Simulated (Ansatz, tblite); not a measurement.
Forces on `c1cc2ccc3c[o+]cc4ccc(c1)c2c34` at its PBE-D4/def2-SVP geometry. The state is a singlet with charge 1.

The xTB rows come from tblite.

GFN2-xTB (tblite), largest force 0.86 eV/Å:

```xyz
25
positions Å, forces eV/Å
C    -2.522    1.598    1.515    0.165   -0.103   -0.102
C    -1.232    2.151    1.556   -0.165   -0.138   -0.042
C    -0.152    1.497    0.926   -0.117   -0.027    0.007
C     1.188    2.025    0.940    0.247   -0.111   -0.141
C     2.229    1.374    0.319   -0.343    0.188    0.193
C     1.988    0.134   -0.366    0.118    0.186    0.093
C     2.992   -0.582   -1.016   -0.181   -0.743   -0.401
O     2.734   -1.732   -1.643   -0.532    0.338    0.319
C     1.515   -2.273   -1.692    0.783    0.361    0.040
C     0.421   -1.660   -1.082   -0.180   -0.151   -0.047
C    -0.905   -2.213   -1.114   -0.313    0.226    0.204
C    -1.936   -1.551   -0.489    0.205   -0.167   -0.151
C    -1.728   -0.307    0.205   -0.002    0.104    0.061
C    -2.773    0.387    0.851    0.106    0.174    0.079
C    -0.406    0.257    0.244   -0.055    0.032    0.040
C     0.658   -0.417   -0.395   -0.064    0.043    0.033
H    -3.351    2.123    2.013    0.523   -0.332   -0.313
H    -1.057    3.101    2.082   -0.115   -0.597   -0.329
H     1.369    2.976    1.461   -0.143   -0.598   -0.312
H     3.246    1.791    0.339   -0.655   -0.314   -0.044
H     4.051   -0.294   -1.082   -0.617   -0.073    0.094
H     1.495   -3.220   -2.250   -0.096    0.524    0.333
H    -1.081   -3.163   -1.640    0.167    0.625    0.334
H    -2.952   -1.972   -0.513    0.625    0.287    0.034
H    -3.791   -0.030    0.831    0.639    0.264    0.016
```

r2SCAN-D4/def2-TZVP (Ansatz), largest force 0.60 eV/Å:

```
C 0.068 -0.042 -0.045
C 0.002 -0.055 -0.030
C -0.133 -0.029 0.009
C 0.243 -0.063 -0.113
C -0.150 0.176 0.144
C 0.073 -0.179 -0.114
C -0.121 0.291 0.201
O -0.125 0.080 0.074
C -0.362 0.015 0.091
C 0.219 -0.009 -0.051
C -0.244 0.072 0.097
C 0.151 -0.177 -0.146
C -0.004 0.117 0.069
C 0.061 0.014 -0.006
C 0.037 -0.027 -0.014
C -0.024 0.018 0.007
H 0.425 -0.269 -0.254
H -0.084 -0.472 -0.262
H -0.090 -0.477 -0.251
H -0.506 -0.210 -0.016
H -0.574 -0.176 0.023
H 0.033 0.519 0.301
H 0.092 0.473 0.260
H 0.504 0.209 0.015
H 0.507 0.203 0.009
```

PBE0-D4/def2-TZVP (Ansatz), largest force 0.62 eV/Å:

```
C 0.202 -0.126 -0.125
C 0.029 -0.211 -0.129
C -0.300 -0.132 -0.015
C 0.438 -0.215 -0.248
C -0.372 0.289 0.261
C 0.076 -0.318 -0.197
C -0.410 0.002 0.093
O -0.465 0.295 0.278
C -0.120 0.333 0.226
C 0.376 0.028 -0.064
C -0.435 0.220 0.228
C 0.379 -0.292 -0.265
C 0.064 0.283 0.153
C 0.244 0.038 -0.033
C -0.046 0.026 0.036
C 0.040 -0.022 -0.031
H 0.440 -0.279 -0.263
H -0.092 -0.495 -0.273
H -0.086 -0.500 -0.265
H -0.533 -0.211 -0.010
H -0.593 -0.167 0.033
H 0.018 0.532 0.312
H 0.086 0.495 0.275
H 0.531 0.212 0.011
H 0.530 0.217 0.012
```
